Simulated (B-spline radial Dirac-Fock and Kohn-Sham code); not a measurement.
## Relativistic shifts of the levels of Ag¹⁴⁺

System: Ag¹⁴⁺, 1s2 2s2 2p6 3s2 3p6 3d10 4s2 4p3.

Both columns are ΔSCF binding energies of the configuration average from a radial B-spline solver: non-relativistic Hartree-Fock with a point nucleus, and Dirac-Fock with a finite nucleus and the Coulomb interaction alone, averaged over the two j levels with weights 2j+1.

| shell | Hartree-Fock (eV) | Dirac-Fock (eV) | shift (eV) | shift (%) |
| --- | --- | --- | --- | --- |
| 1s | 25155.7 | 25951.1 | +795.41 | +3.16 |
| 2s | 3983.5 | 4176.5 | +192.92 | +4.84 |
| 3s | 1022.1 | 1062.5 | +40.36 | +3.95 |
| 3d | 715.9 | 710.6 | -5.31 | -0.74 |
| 4s | 383.2 | 393.0 | +9.76 | +2.55 |
| 4p | 346.3 | 349.3 | +2.98 | +0.86 |

Relativity binds 1s, 2s, 3s, 4s, 4p more strongly, among those listed most of all 2s in relative terms, and 3d more weakly, because the contracted s and p shells screen the nucleus better.

Values without a named source are computed, but for edge energies of neutral atoms, which are taken from tables.
